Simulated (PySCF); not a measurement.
Fractional electron number in S²⁺ (sulfur, charge +2)

The 3p alpha orbital of [Ne] 3s2 3p2 is emptied in steps (occupation f), with all orbitals relaxed, ending at [Ne] 3s2 3p1. All numbers are calculated (PySCF 2.14, no relativity, point nucleus, in aug-cc-pV(T+d)Z). The exact energy is a straight line in f; departures are measured from the line between the end points of the same method.

```json
{"f": "1", "UHF (eV)": "0.000", "LDA (eV)": "0.000", "PBE (eV)": "0.000", "PBE0 (eV)": "0.000", "r2SCAN (eV)": "0.000", "LC-wPBE (eV)": "0.000", "BHandHLYP (eV)": "0.000", "wB97X (eV)": "0.000", "HSE06 (eV)": "0.000", "TPSS (eV)": "0.000"}
{"f": "0.9", "UHF (eV)": "0.051", "LDA (eV)": "-0.542", "PBE (eV)": "-0.529", "PBE0 (eV)": "-0.386", "r2SCAN (eV)": "-0.498", "LC-wPBE (eV)": "-0.121", "BHandHLYP (eV)": "-0.249", "wB97X (eV)": "-0.153", "HSE06 (eV)": "-0.423", "TPSS (eV)": "-0.512"}
{"f": "0.7", "UHF (eV)": "0.117", "LDA (eV)": "-1.267", "PBE (eV)": "-1.232", "PBE0 (eV)": "-0.897", "r2SCAN (eV)": "-1.152", "LC-wPBE (eV)": "-0.279", "BHandHLYP (eV)": "-0.578", "wB97X (eV)": "-0.352", "HSE06 (eV)": "-0.984", "TPSS (eV)": "-1.192"}
{"f": "0.5", "UHF (eV)": "0.138", "LDA (eV)": "-1.509", "PBE (eV)": "-1.462", "PBE0 (eV)": "-1.062", "r2SCAN (eV)": "-1.357", "LC-wPBE (eV)": "-0.325", "BHandHLYP (eV)": "-0.685", "wB97X (eV)": "-0.411", "HSE06 (eV)": "-1.165", "TPSS (eV)": "-1.412"}
{"f": "0.3", "UHF (eV)": "0.114", "LDA (eV)": "-1.266", "PBE (eV)": "-1.221", "PBE0 (eV)": "-0.886", "r2SCAN (eV)": "-1.122", "LC-wPBE (eV)": "-0.265", "BHandHLYP (eV)": "-0.572", "wB97X (eV)": "-0.336", "HSE06 (eV)": "-0.972", "TPSS (eV)": "-1.177"}
{"f": "0.1", "UHF (eV)": "0.049", "LDA (eV)": "-0.541", "PBE (eV)": "-0.519", "PBE0 (eV)": "-0.375", "r2SCAN (eV)": "-0.469", "LC-wPBE (eV)": "-0.109", "BHandHLYP (eV)": "-0.243", "wB97X (eV)": "-0.141", "HSE06 (eV)": "-0.413", "TPSS (eV)": "-0.499"}
{"f": "0", "UHF (eV)": "0.000", "LDA (eV)": "0.000", "PBE (eV)": "0.000", "PBE0 (eV)": "0.000", "r2SCAN (eV)": "0.000", "LC-wPBE (eV)": "0.000", "BHandHLYP (eV)": "0.000", "wB97X (eV)": "0.000", "HSE06 (eV)": "0.000", "TPSS (eV)": "0.000"}
```

Task: For PBE0, how does the orbital energy at f = 1 compare with the removal energy?

Result: −ε = 30.581 eV against a total-energy difference of 34.876 eV. By Janak's theorem ε = ∂E/∂f, so the gap between them reflects the curvature. Along the path −ε is 31.451 (f = 0.9), 33.187 (f = 0.7), 34.910 (f = 0.5), 36.603 (f = 0.3), 38.237 (f = 0.1) eV.

| method | E(f=0) − E(f=1) (eV) | −ε at f=1 (eV) | −ε at f=0.5 (eV) |
| --- | --- | --- | --- |
| UHF | 34.156 | 34.721 | 34.149 |
| LDA | 34.876 | 28.857 | 34.878 |
| PBE | 34.834 | 28.956 | 34.865 |
| PBE0 | 34.876 | 30.581 | 34.910 |
| r2SCAN | 35.029 | 29.484 | 35.116 |
| LC-wPBE | 35.020 | 33.661 | 35.062 |
| BHandHLYP | 34.700 | 31.933 | 34.718 |
| wB97X | 34.746 | 33.036 | 34.795 |
| HSE06 | 34.864 | 30.159 | 34.897 |
| TPSS | 34.912 | 29.213 | 34.955 |

Reference removal energy between the ground levels: 34.86 ± 0.04 eV (semi-empirical (NIST evaluation); NIST Atomic Spectra Database, ionization energies). The calculation has no spin-orbit coupling. UHF lacks correlation.
